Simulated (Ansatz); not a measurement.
This Ansatz (an electronic-structure program) input (B3LYP/STO-3G) gives -37.35240 Eh with 5 basis functions.

Ansatz 0.2 input:
```yaml
crystal:
  periodic: [false, false, false]
  atoms:
    - {symbol: C, position_ang: [0.00000000, 0.00000000, 0.00000000]}
basis:
  gaussian:
    orbitals: STO-3G
hamiltonian:
  xc: {name: B3LYP}
magnetization: {spin_polarized: true, initial_magnetization: 2}
scf: {lower_state_search: full}
```

Change:
```diff
- orbitals: STO-3G
+ orbitals: aug-pcseg-2
```

Question: What does the run give now?

Answer: -37.85918 Eh (B3LYP/aug-pcseg-2, 46 functions), a change of -506.78 mEh.
